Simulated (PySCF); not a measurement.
# Computed records: AlB₂H₅N, CH₆AlB₂

All values are calculated (PySCF 2.14.0). Calculation on a computer-drawn molecule: the log of a Hartree-Fock and frozen-core CCSD(T) single point meant for a local Hartree-Fock minimum, with one planted fault or none, to be diagnosed. Offsets are logged minus clean, where the clean run is the same molecule without the fault. The reference is restricted for singlets and unrestricted otherwise, and also for a bond in bohr or an excited solution. Adding or removing an electron swaps singlet and doublet. The excited solution moves the top pair (singlet) or top alpha electron (doublet) to the lowest empty orbital. Highest occupied and lowest empty are orbital energies over both spins, largest force is the largest gradient component, triples share is (T) over the correlation energy, the T1 limit is 0.02 restricted and 0.045 unrestricted, electrons count all cores, a negative frequency is imaginary (commonest isotopes), and the dipole is about the centre of nuclear charge.

Common to all runs: meant charge 0; meant multiplicity 2; meant basis cc-pV(D+d)Z; logged SCF converged yes; logged CC converged yes; logged SCF stable within its kind yes; possible faults no fault, one electron removed, one electron added, multiplicity raised by two, geometry at a saddle point, SCF held on an excited solution, minimal basis STO-3G, one bond length entered in bohr, all coordinates scaled.

```yaml
- entry: 1
  formula: AlB2H5N
  logged_structure:
    atoms_angstrom:
      - [B, -1.0079, -2.0067, -1.7495]
      - [Al, 0.2682, -0.4142, -1.4442]
      - [B, 0.2907, 0.7233, 0.401]
      - ["N", 1.1629, 1.7944, 0.5801]
      - [H, -1.7475, -2.9256, -1.9197]
      - [H, 1.2343, -0.0883, -2.6718]
      - [H, -0.4391, 0.4794, 1.333]
      - [H, 1.195, 2.3364, 1.4204]
      - [H, 1.8177, 2.1019, -0.109]
  given:
    logged_electrons: 35
    logged_basis_functions: 90
    logged_spin_squared: 0.7587
    "logged_highest_occupied [eV]": -7.8437
    "logged_lowest_empty [eV]": 0.91922
    "logged_largest_force [hartree/bohr]": 6.3951e-06
    "logged_lowest_frequency [cm^-1]": 46.216
    logged_T1_diagnostic: 0.018758
    logged_D1_diagnostic: 0.065982
    logged_triples_share: 0.028073
    "logged_dipole_magnitude [debye]": 1.7562
    "logged_energy_HF [hartree]": -348.59339
    "logged_energy_CCSD(T) [hartree]": -349.03576
    drawn_bonds_atom: [1, 2, 3, 1, 2, 3, 4, 4]
    drawn_bonds_other_atom: [2, 3, 4, 5, 6, 7, 8, 9]
    drawn_bonds_order: [1, 1, 1, 1, 1, 1, 1, 1]
  results:
    planted_fault: "no fault"
    "HF_energy_offset_from_clean_run [kcal/mol]": 0.0
    "CCSD(T)_energy_offset_from_clean_run [kcal/mol]": 0.0
- entry: 2
  formula: CH6AlB2
  logged_structure:
    atoms_angstrom:
      - [B, -0.5569, -0.5663, 2.732]
      - [Al, -0.6452, 0.9144, 1.3045]
      - [C, -0.6121, 0.4769, -0.6414]
      - [B, -1.589, -0.6802, -0.8995]
      - [H, -0.4903, -1.4169, 3.5611]
      - [H, -0.6875, 2.4217, 1.7792]
      - [H, 0.4439, 0.2107, -0.7856]
      - [H, -0.8397, 1.416, -1.1523]
      - [H, -1.2548, -1.824, -0.7146]
      - [H, -2.7322, -0.4728, -1.2186]
  given:
    logged_electrons: 36
    logged_basis_functions: 95
    logged_spin_squared: 0.0
    "logged_highest_occupied [eV]": -0.56109
    "logged_lowest_empty [eV]": 6.6161
    "logged_largest_force [hartree/bohr]": 0.03611
    logged_T1_diagnostic: 0.019972
    logged_D1_diagnostic: 0.072901
    logged_triples_share: 0.034852
    "logged_dipole_magnitude [debye]": 4.5089
    "logged_energy_HF [hartree]": -332.5458
    "logged_energy_CCSD(T) [hartree]": -333.01129
    drawn_bonds_atom: [1, 2, 3, 1, 2, 3, 3, 4, 4]
    drawn_bonds_other_atom: [2, 3, 4, 5, 6, 7, 8, 9, 10]
    drawn_bonds_order: [1, 1, 1, 1, 1, 1, 1, 1, 1]
  results:
    planted_fault: "one electron added"
    "HF_energy_offset_from_clean_run [kcal/mol]": 10.04
    "CCSD(T)_energy_offset_from_clean_run [kcal/mol]": -18.15
```
